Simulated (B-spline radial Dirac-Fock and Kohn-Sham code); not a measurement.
**Compton profile of Ir¹⁵⁺**

System: the Ir¹⁵⁺ ion, [Kr] 4d10 4f14 5s2.

The run's input, task.json:

```json
{"items": [{
  "Z": 77,
  "q": 15,
  "cfg": [[1, 0, 2], [2, 0, 2], [2, 1, 6], [3, 0, 2], [3, 1, 6], [3, 2, 10], [4, 0, 2], [4, 1, 6], [4, 2, 10], [4, 3, 14], [5, 0, 2]],
  "A": 193,
  "rrms": 5.4032,
  "do": ["scatter"],
  "s": [0.0, 0.05, 0.1, 0.15, 0.2, 0.25, 0.3, 0.35, 0.4, 0.45, 0.5, 0.6, 0.7, 0.8, 0.9, 1.0, 1.1, 1.2, 1.4, 1.6, 1.8, 2.0, 2.5, 3.0, 3.5, 4.0, 5.0, 6.0],
  "pz": [0, 0.1, 0.2, 0.3, 0.4, 0.5, 0.6, 0.8, 1.0, 1.2, 1.4, 1.6, 1.8, 2.0, 2.5, 3.0, 4.0, 5.0, 7.0, 10.0, 15.0, 20.0, 30.0, 40.0, 60.0, 100.0],
  "hv_scatter": [2000, 8047.8, 10000, 17479.3, 20000, 50000, 100000, 200000]
}]}
```

Run with: `python xray_run.py task.json out`

Level of theory: the impulse approximation on Dirac-Fock densities; a radial atomic solver. pz is in atomic units of momentum; subshell profiles are per electron, for a selection of subshells; open shells are spread over both j values by their weights.

| pz | J total | J 3s1/2 | J 4d5/2 | J 4f7/2 | J 5s1/2 |
| --- | --- | --- | --- | --- | --- |
| 1 | 3.950 | 0.0732 | 0.0810 | 0.0685 | 0.187 |
| 1.2 | 3.854 | 0.0723 | 0.0810 | 0.0685 | 0.149 |
| 1.4 | 3.761 | 0.0713 | 0.0809 | 0.0684 | 0.115 |
| 1.6 | 3.676 | 0.0701 | 0.0808 | 0.0684 | 0.0874 |
| 1.8 | 3.600 | 0.0688 | 0.0806 | 0.0684 | 0.0661 |
| 2 | 3.531 | 0.0674 | 0.0803 | 0.0683 | 0.0511 |
| 2.5 | 3.377 | 0.0633 | 0.0787 | 0.0678 | 0.0352 |
| 3 | 3.216 | 0.0588 | 0.0757 | 0.0665 | 0.0336 |
| 4 | 2.788 | 0.0486 | 0.0645 | 0.0608 | 0.0272 |
| 5 | 2.283 | 0.0383 | 0.0487 | 0.0514 | 0.0133 |
| 7 | 1.459 | 0.0211 | 0.0201 | 0.0308 | 0.00376 |
| 10 | 0.8262 | 0.00824 | 0.00412 | 0.0116 | 0.00273 |
| 15 | 0.4050 | 0.00573 | 0.00257 | 0.00207 | 0.000410 |
| 20 | 0.2247 | 0.00449 | 0.00171 | 0.000389 | 0.000321 |
| 30 | 0.08579 | 0.000925 | 0.000350 | 2.04e-05 | 8.27e-05 |
| 40 | 0.03976 | 0.000211 | 6.57e-05 | 1.74e-06 | 1.39e-05 |
| 60 | 0.01260 | 0.000165 | 3.61e-06 | < 1e-6 | 9.51e-06 |
| 100 | 0.002582 | 4.90e-05 | < 1e-6 | < 1e-6 | 2.87e-06 |

Question: What is the peak value J(0), and which subshell contributes most to it?

Answer: J(0) = 4.257. The 5s1/2 subshell gives the largest part, 15 %.

Mean momentum ⟨p⟩ by subshell (a.u.): 1s1/2 81.9, 2s1/2 29.2, 2p1/2 38.5, 2p3/2 33.6, 3s1/2 14.7, 3p1/2 17.6, 3p3/2 16.1, 3d3/2 19.4, 3d5/2 18.9, 4s1/2 7.60, 4p1/2 8.52, 4p3/2 7.91, 4d3/2 8.77, 4d5/2 8.56, 4f5/2 8.90, 4f7/2 8.79, 5s1/2 3.73.

Values without a named source are computed, but for edge energies of neutral atoms, which are taken from tables.
